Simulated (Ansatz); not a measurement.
Process, species as SMILES: CC(C)CCO → C(CO)C(C)[CH2] + H atom (the C-H bond breaks)

Wanted: bond dissociation energy (enthalpy at 298 K), in kcal/mol. Set-up: frozen cores in correlated levels; open shells spin-unrestricted; non-relativistic; spin-orbit terms left out; 6-31G* and kin with 6d, 5d where marked; LANL2DZ all-electron up to Ne; 6-311+G** with 5d. CBS(X,Y): correlation extrapolated as X^-3; Hartree-Fock from the larger set. The bracket is a focal-point correction in the basis named. Ab initio and DFT rows: single points at B3LYP-D3(BJ) geometries (Ansatz, a quantum-chemistry and plane-wave program), with unscaled harmonic terms from B3LYP/6-31G* (Ansatz) at its own minima.

Coupled cluster (Ansatz) is a level with limits of its own, used here on species with T1 under 0.025 (0.045 for open shells) and stable references: RI-MP2/CBS(cc-pVTZ,cc-pVQZ)+[CCSD(T)-MP2]/cc-pVTZ.

Value to compare with, RI-MP2/CBS(cc-pVTZ,cc-pVQZ)+[CCSD(T)-MP2]/cc-pVTZ (Ansatz): 102.3 kcal/mol.

```
level         program  bond dissociation energy (enthalpy at 298 K) (kcal/mol)  difference
------------  -------  -------------------------------------------------------  ----------
HF/STO-3G      Ansatz                                                    104.2         1.9
HF/3-21G       Ansatz                                                     77.2       -25.1
HF/LANL2DZ     Ansatz                                                     74.9       -27.4
HF/6-31G*      Ansatz                                                     76.4       -25.9
HF/6-311+G**   Ansatz                                                     75.2       -27.1
```

1 of the 5 habitual levels lie above RI-MP2/CBS(cc-pVTZ,cc-pVQZ)+[CCSD(T)-MP2]/cc-pVTZ (Ansatz); their mean absolute difference is 21.5 kcal/mol, the median 25.9.

The sets are all those run for this method; left out are runs that failed, that the program found above a lower state of the same kind, or whose <S^2> lies over 0.5 above the pure value.
